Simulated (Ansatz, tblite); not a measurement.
Removing and adding an electron: Ge(vinyl)(NMe2)3 (C8H21GeN3). Total charge 0; singlet. Geometry: PBE-D4/def2-SVP. Ansatz, gas phase; energy differences of separate SCF runs; the oxidised species was run as a doublet alone; the reduced species was run as a doublet alone.

```xyz
33

Ge    0.0822    0.3435    0.2079
C     0.1545    2.2497    0.6259
C    -0.5336    3.1443   -0.1090
H     0.7749    2.6061    1.4684
H    -1.1607    2.8269   -0.9604
H    -0.5068    4.2279    0.1032
N    -0.3413   -0.6308    1.7185
C     0.2834   -0.3452    2.9897
C    -1.0022   -1.9139    1.6412
H    -0.4584   -0.3755    3.8246
H     0.7352    0.6674    2.9926
H     1.0952   -1.0710    3.2528
H    -1.4177   -2.0644    0.6248
H    -0.3159   -2.7723    1.8601
H    -1.8457   -1.9854    2.3709
N     1.7205   -0.1657   -0.4833
C     2.4875    0.6931   -1.3559
C     2.1296   -1.5514   -0.4613
H     3.5720    0.6793   -1.0877
H     2.1386    1.7428   -1.2733
H     2.4212    0.4035   -2.4370
H     1.5407   -2.1145    0.2905
H     2.0048   -2.0706   -1.4468
H     3.2063   -1.6497   -0.1807
N    -1.2622   -0.0382   -1.0058
C    -2.6509    0.2079   -0.6908
C    -0.9873   -0.3874   -2.3796
H    -3.0898    1.0541   -1.2794
H    -2.7662    0.4539    0.3848
H    -3.2882   -0.6884   -0.8958
H     0.0974   -0.5691   -2.5175
H    -1.5259   -1.3191   -2.6871
H    -1.2913    0.4123   -3.1042
```

The xTB rows come from tblite. HOMO above LUMO, or a gap near zero within one spin, warns that the state may not be the lowest or that an electron is smeared out.

```
           level  −HOMO (eV)  vertical IE (eV)  −LUMO (eV)  vertical EA (eV)  HOMO–LUMO gap (eV)  IE − EA (eV)                       remarks
        GFN2-xTB        9.04             11.43        6.31              2.95                2.74          8.48                             –
PBE0-D4/def2-SVP        5.79              7.32        0.19             -1.56                5.61          8.88  HOMO above zero (-1 doublet)
```

Q: Estimate the rows for GFN1-xTB, PBE-D4/def2-SVP.

A: 
| level | −HOMO (eV) | vertical IE (eV) | −LUMO (eV) | vertical EA (eV) | HOMO–LUMO gap (eV) | IE − EA (eV) | remarks |
| --- | --- | --- | --- | --- | --- | --- | --- |
| GFN1-xTB | 9.60 | 11.94 | 7.11 | 4.06 | 2.50 | 7.88 | – |
| PBE-D4/def2-SVP | 4.47 | 6.78 | 1.21 | -1.46 | 3.25 | 8.23 | HOMO above zero (-1 doublet), gap within one spin near zero (+1 doublet), gap within one spin near zero (-1 doublet) |

   A HOMO above zero means that the electron is unbound at that level or that self-interaction error raises the level; the energy of removing that electron tells which. Raw xTB energy differences between charge states are shifted by several eV; the methods need an empirical correction for them. Sets without diffuse functions give affinities that are too small. A negative affinity means that the extra electron isn't bound; its size then hangs on the basis.
